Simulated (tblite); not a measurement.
Species: C₅H₆ClF₃O.
Cartesian coordinates in Å at the GFN2-xTB level; atoms count from 1:
```xyz
16
C5H6ClF3O angstrom
C     -2.3386    0.4652    0.3523
C     -1.1538   -0.4623    0.1115
C      0.1526    0.3194    0.0477
F      0.1731    1.1315   -1.0613
C      1.3858   -0.6111   -0.0230
F      1.5601   -1.1867    1.1949
F      1.1920   -1.6321   -0.8843
C      2.6470    0.2036   -0.3719
O      3.1802    0.9358    0.3919
Cl     3.1626   -0.0142   -2.0042
H     -2.4060    1.2043   -0.4421
H     -3.2593   -0.1109    0.3700
H     -2.2361    0.9837    1.3028
H     -1.2817   -0.9957   -0.8321
H     -1.0706   -1.1943    0.9161
H      0.2853    0.9729    0.9202
```

Computed values, GFN2-xTB/tblite, gas phase, harmonic and unscaled. Errors from tens to a few hundred cm⁻¹ against measured bands are possible. One conformer, not necessarily the lowest.

Harmonic wavenumbers (cm⁻¹): 28.6, 46.1, 79.8, 103.3, 174.3, 201.0, 213.2, 241.4, 293.0, 303.7, 365.6, 425.0, 475.9, 517.3, 526.0, 643.4, 733.6, 807.0, 841.9, 930.4, 995.5, 1018.6, 1066.1, 1091.3, 1116.8, 1138.7, 1165.8, 1233.9, 1244.5, 1287.3, 1339.0, 1414.3, 1458.0, 1492.8, 1494.8, 1810.5, 2924.2, 3000.0, 3005.4, 3042.5, 3052.2, 3056.7.

A = 1846, B = 738.3, C = 689.3 MHz; mass 174.006 u (most abundant isotopes); point group C1, symmetry number 1.

Problem. What is the zero-point energy?

Solution. Half the sum of the wavenumbers: 23200 cm⁻¹ = 277.53 kJ/mol.

Problem. Give the ideal-gas entropy at 273.15 K and 1 bar in the rigid-rotor, harmonic-oscillator model (classical rotation).

Solution. Translation 171.38, rotation 125.33, vibration 135.56: S = 432.3 J/(mol K).

Problem. And Cp and H(273.15 K) − H(0)?

Solution. Cp = 156.86 J/(mol K), of which vibrations give 123.60 (their classical limit is 42 R = 349.2); H(273.15 K) − H(0) = 27.55 kJ/mol without the zero-point energy, 18.47 from vibrations.

Problem. Which modes carry the vibrational entropy at 273.15 K?

Solution. 28.6 cm⁻¹: 24.06; 46.1 cm⁻¹: 20.10; 79.8 cm⁻¹: 15.58; 103.3 cm⁻¹: 13.48; 174.3 cm⁻¹: 9.31; 201.0 cm⁻¹: 8.22 J/(mol K); the other 36 give 44.81 together.

Problem. Blend soft modes into free rotors: weight 1/[1 + (100 cm⁻¹/ν̃)⁴] for the oscillator and the rest for a rotor with moment μB/(μ + B), μ = h/(8π²ν), B = 10⁻⁴⁴ kg m². What vibrational entropy results?

Solution. 120.28 J/(mol K) in place of 135.56, which changes −T·S at 273.15 K by +4.17 kJ/mol.

Problem. What must be added to the electronic energy to get the Gibbs energy at 273.15 K and 1 bar?

Solution. ZPE + [H(273.15 K) − H(0)] − T·S = 277.53 + 27.55 − 118.07 = 187.01 kJ/mol.

Problem. How do the functions run with temperature in this model?

Solution. 
```csv
T (K),S (J/(mol K)),Cp (J/(mol K)),H − H(0) (kJ/mol),G − H(0) (kJ/mol),ln q(vib)
150,353.3,110.3,11.05,-41.95,4.35
250,418.8,148.4,24.02,-80.67,7.48
298.15,446.4,165.8,31.59,-101.50,8.91
400,500.0,199.9,50.25,-149.75,11.81
600,591.4,250.7,95.67,-259.16,17.12
900,702.6,296.5,178.40,-453.91,24.20
```

q(vib) and H(0) count from the zero-point level.

Hindered rotation and anharmonicity are outside this model. Other conformers, if any are populated, would add a mixing term that is left out. The structure is chiral; the term R ln 2 for an equal mix with its mirror image is left out.
